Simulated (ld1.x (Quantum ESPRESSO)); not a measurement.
PBEsol ultrasoft dataset for titanium, scalar-relativistic all-electron reference.

```json
{
 "Element": "Ti",
 "Generator": "ld1.x (Quantum ESPRESSO) 7.5",
 "Type": "ultrasoft",
 "Functional": "PBEsol",
 "Relativity": "scalar-relativistic",
 "Frozen core": "[Ne]",
 "Valence charge": "12",
 "Reference configuration": "3s2 3p6 3d2 4s2 4p0",
 "Partial waves": "3s (bound): rcut 1.60, rcutus 1.75 bohr; 4s (bound): rcut 1.60, rcutus 1.75 bohr; 3p (bound): rc 0.35 bohr; 4p (bound, empty): rc 0.35 bohr; 3d (bound): rcut 2.10, rcutus 2.60 bohr; 3d channel at 1.85 Ry: rcut 2.10, rcutus 2.60 bohr",
 "Local potential": "all-electron potential smoothed inside 1.20 bohr (lloc = -2)",
 "Core correction": "none",
 "Augmentation charge": "PSQ, inside the norm-conserving radii"
}
```

All-electron outer shells of the reference configuration (PBEsol, scalar-relativistic, ld1.x):

| shell | level (eV) | outermost node (bohr) | outermost maximum (bohr) |
| --- | --- | --- | --- |
| 2s | -536.23 | 0.09 | 0.27 |
| 2p | -443.92 | – | 0.22 |
| 3s | -62.45 | 0.40 | 0.87 |
| 3p | -38.77 | 0.37 | 0.90 |
| 4s | -4.48 | 1.24 | 2.92 |
| 3d | -4.27 | – | 0.98 |
| 4p | -1.45 | 1.39 | 3.80 |

Problem. Does this generation succeed?

Solution. No. ld1.x (Quantum ESPRESSO) 7.5 stopped with "compute_q_3bess: problem with the q_i coefficients": no Bessel wave vectors were found for the pseudised augmentation function at its matching radius. The 3p radius of 0.35 bohr lies inside the outermost node of the all-electron wave at 0.37 bohr. Before that it printed "qmax not found".
